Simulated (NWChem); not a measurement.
C3H3ClF2; SMILES Cl/C=C/C(F)F

```xyz
9

F     -0.9203     2.3211    -0.3534
C     -0.0541     1.5640     0.3905
F      1.2026     1.7320    -0.1196
C     -0.4734     0.1258     0.3336
C      0.3672    -0.8380    -0.0292
Cl    -0.0834    -2.5189    -0.0957
H     -0.0573     1.9712     1.4092
H     -1.5005    -0.0831     0.6175
H      1.3962    -0.6556    -0.3127
```
Atoms are numbered in this order, from 1.

Computed with NWChem. The geometry was optimised at B3LYP/6-31G* (spherical d).

### Question
Predict the results for CAM-B3LYP/def2-TZVP. Quantities: highest occupied level (eV); orbital gap (eV); dipole (D).

### Answer
```json
{
  "highest occupied level (eV)": "-9.32",
  "orbital gap (eV)": "9.56",
  "dipole (D)": "1.54"
}
```
